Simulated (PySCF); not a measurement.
# BePb: one state, many levels of theory

State: ³Σ⁻ (triplet), unpaired electrons π ↑↑. Set-up: Be def2-SVP, Pb def2-SVP with ECP60; scalar-relativistic core potentials (PySCF 2.14). De refers to Be + Pb in their high-spin ground configurations, without counterpoise correction. The functionals are run spin-unrestricted. A positive dipole means Be(−)Pb(+). Levels whose curve was spin-contaminated or gave no clean fit are not listed.

```
      Level  Re (Å)  ωe (cm⁻¹)  De (eV)  μ (D)  CPU s a point (SCF and correlation, without the integrals)
        UHF   2.639        199    0.160  -1.83                                                       0.046
    UHF-MP2   2.427        441     0.65    n/a                                                       0.073
UHF-SCS-MP2   2.464        387    0.456    n/a                                                         n/a
   UHF-CCSD   2.566        301    0.403    n/a                                                         n/a
UHF-CCSD(T)   2.532        335     0.51    n/a                                                         1.2
        PBE   2.428        425     1.33  -0.53                                                        0.36
       BLYP   2.449        405     1.12  -0.58                                                        0.27
     r²SCAN   2.417        430     1.32  -0.90                                                        0.61
       PBE0   2.426        418     1.14  -0.86                                                        0.52
        M06   2.433        433     1.27  -0.63                                                        0.55
```

The bond length runs from 2.417 Å (r²SCAN) to 2.639 Å (UHF). De spans 0.16 eV (UHF, mean field) to 1.33 eV (PBE, GGA). Correlation at CCSD(T) changes the Hartree–Fock bond energy by +0.35 eV; the triples alone change it by +0.11 eV.

Correlated steps freeze 4 core orbitals. Correlated levels converge slowly with the basis: in double zeta they bind strong bonds too weakly, by up to about 1 eV, and carry superposition errors of some tenths. These are scalar-relativistic numbers at best; spin–orbit coupling would shift them, the dissociation energy most. The state is the lowest determinant that a PBE0 search found; another state may lie lower at other levels.

The whole job (state search and all levels along the bond) took about 1.2 min on 1 thread of Arm Neoverse V2 (shared host), peak memory 0.43 GiB.
